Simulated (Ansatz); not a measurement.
C3H11AlOS, SMILES `C[O][Al-]([CH3])([CH3])[SH2+]`, relaxed with RKS PBE-D4/def2-SVP in Ansatz from a rough embedded geometry. The force threshold is 0.03 eV/Å; the program also tests the step.

Total charge 0; spin multiplicity 1.

Start:

```xyz
17

C     1.499   -1.831   -0.351
O     1.562   -0.439   -0.795
Al    0.056    0.483   -0.190
C     0.014    0.329    1.816
C    -1.604   -0.397   -0.915
S     0.158    2.574   -0.853
H     1.558   -1.896    0.730
H     2.458   -2.331   -0.779
H     0.688   -2.319   -0.774
H     1.042    0.544    2.238
H    -0.643    1.228    2.205
H    -0.378   -0.594    2.166
H    -1.403   -0.633   -1.990
H    -1.818   -1.271   -0.299
H    -2.443    0.331   -0.833
H     0.182    3.388    0.256
H    -0.929    2.834   -1.629
```

(1) How much energy does the relaxation release, and in how many steps? (An estimate is asked.)

(2) Which bonds change most? (Best estimate.)

(3) Give the relaxed structure. (An estimate is asked.)

## Answers

(1) Computed: 163.80 kJ/mol, in 9 steps.

(2) The calculation gave: Al3–S6 from 2.196 to 2.631 Å; O2–Al3 from 1.866 to 1.741 Å; C1–H9 from 1.037 to 1.119 Å; C1–O2 from 1.462 to 1.391 Å.

(3) The calculation gave: 
```xyz
17

C     1.870   -1.987   -0.514
O     1.273   -0.732   -0.538
Al   -0.157    0.055    0.068
C    -0.167    0.610    1.966
C    -1.851   -0.226   -0.914
S     0.487    2.377   -0.988
H     2.117   -2.332    0.521
H     2.828   -1.981   -1.084
H     1.231   -2.782   -0.974
H     0.804    1.041    2.292
H    -0.963    1.354    2.193
H    -0.359   -0.261    2.631
H    -1.715   -0.203   -2.017
H    -2.283   -1.223   -0.675
H    -2.630    0.521   -0.651
H     0.275    3.106    0.146
H    -0.760    2.662   -1.462
```
